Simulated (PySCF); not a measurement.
Estimate the missing entries of this data sheet.

Compound: C5H3Cl2N.
SMILES with atom numbers: `[N:1]#[C:2][C:3]1=[C:4]([Cl:5])[C@@H:6]1[CH2:7][Cl:8]` (hydrogens: H9 on C6; H10, H11 on C7)

Conformer (atom-mapped SMILES and torsion angles): `[N:1]#[C:2][C:3]1=[C:4]([Cl:5])[C@@H:6]1[CH2:7][Cl:8]`: C4–C6–C7–Cl8 82°.

| property | level | value |
| --- | --- | --- |
| point group of the GFN2-xTB geometry | GFN2-xTB | ? |
| rotational constants A, B, C of the GFN2-xTB geometry | GFN2-xTB | ? |
| dipole moment | PBE0/def2-SVPD | 1.87 D |
| HOMO energy | PBE0/def2-SVPD | -8.06 eV |
| LUMO energy | PBE0/def2-SVPD | ? |
| lowest singlet excitation | TDDFT PBE0/def2-SVPD | 5.05 eV (245 nm, f = 0.153) |
| lowest triplet excitation (Tamm–Dancoff) | TDA PBE0/def2-SVPD | ? |
| static isotropic polarisability | PBE0/def2-SVPD | 93.2 au |
| electronic spatial extent ⟨r²⟩ about the centre of nuclear charge | PBE0/def2-SVPD | 1651 bohr² |
| 13C chemical shifts (computed TMS as zero) by class | GIAO PBE0/pcSseg-1 | 149.0 (C4), 113.1 (C2), 97.3 (C3), 55.9 (C7), 37.1 (C6) ppm |
| 1H chemical shifts (computed TMS as zero) by class | GIAO PBE0/pcSseg-1 | ? |
| isotropic shieldings of nuclei other than C and H, by class | GIAO PBE0/pcSseg-1 | ? |

The electronic properties come from PySCF, for the isolated species, density fitting.

**Question.** The isotropic shieldings of nuclei other than C and H, by class?

**Answer.** -87 (N1), 699 (Cl5), 856 (Cl8) ppm.

**Question.** The 1H chemical shifts (computed TMS as zero) by class?

**Answer.** 4.16 (H10), 2.86 (H11), 2.58 (H9) ppm.

**Question.** Give the lowest triplet excitation (Tamm–Dancoff).

**Answer.** 3.17 eV.

**Question.** The LUMO energy?

**Answer.** -2.34 eV.

**Question.** What is the point group of the GFN2-xTB geometry?

**Answer.** C1.

**Question.** The rotational constants A, B, C of the GFN2-xTB geometry?

**Answer.** 1.744, 0.895, 0.610 GHz.

The rotational constants make it an asymmetric top with κ = (2B − A − C)/(A − C) = -0.50, nearer the prolate limit (−1). The vertical singlet–triplet gap S1 − T1 is 1.88 eV (TDDFT singlet less Tamm–Dancoff triplet; S1: HOMO→LUMO, weight 0.87; T1: HOMO→LUMO, weight 0.92). The 6 singlets span 5.05 to 6.07 eV, and their oscillator strengths add up to 0.22. The polarisability is 13.81 Å³ as a volume (1 au = 0.148185 Å³), or 1.26 au for each of the 74 electrons. In atomic units the dipole is 0.74 e·bohr (1 au = 2.5417 D). The principal polarisabilities are 62.2, 88.5 and 129.0 au; their mean is the isotropic value.

One conformer stands for the species.
